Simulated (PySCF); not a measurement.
FGaH3NO, SMILES [NH2][Ga]([OH])[F].

Geometry optimised at PBE0-D3(BJ)/def2-SVP. One conformer was computed; it need not be the lowest.

Computed with PBE0-D3(BJ)/def2-SVP (PySCF 2.14.0).

Frequencies are harmonic and unscaled.

Estimate the vibrational spectrum. (The exact figures need the calculation; the answer reports its results.)


| mode | ν (cm⁻¹) | IR (km/mol) | moving atoms (share of kinetic energy) |
|---|---|---|---|
| 1 | 129 | 168.7 | H 46 %, N 34 %, Ga 12 % |
| 2 | 161 | 1.7 | N 33 %, O 23 %, H 22 %, Ga 15 % |
| 3 | 187 | 38.0 | F 47 %, O 25 %, Ga 16 % |
| 4 | 218 | 12.6 | H 41 %, Ga 30 %, O 15 %, F 13 % |
| 5 | 306 | 106.7 | H 91 %, O 8 % |
| 6 | 360 | 45.7 | H 97 % |
| 7 | 673 | 8.9 | F 48 %, O 28 %, N 19 % |
| 8 | 727 | 24.7 | O 32 %, H 25 %, F 22 %, Ga 13 %, N 8 % |
| 9 | 751 | 64.7 | H 55 %, N 19 %, Ga 13 %, F 10 % |
| 10 | 776 | 117.0 | N 41 %, Ga 24 %, O 21 %, H 15 % |
| 11 | 840 | 110.2 | H 87 % |
| 12 | 1512 | 27.8 | H 90 %, N 10 % |
| 13 | 3639 | 42.9 | H 96 % |
| 14 | 3752 | 55.7 | H 91 %, N 9 % |
| 15 | 3916 | 85.9 | H 94 % |
